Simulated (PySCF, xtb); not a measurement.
CH₇FO₂Si₂, SMILES F[Si](C[SiH3])(O)O.

GFN2-xTB in xtb at its own geometry gives an orbital gap of 6.12 eV and a dipole moment of 1.85 D.

Geometry optimised at PBE-D3(BJ)/def2-SVP. The structure was generated by enumeration, and PubChem lists no compound with its InChIKey, so it may never have been made. The values are those of a single conformer.

Q: What does PBE0/def2-TZVP (PySCF) give? (The exact figures need the calculation; the answer reports its results.)

A: gap 9.10 eV (levels -8.84 and 0.26 eV), dipole 1.73 D.
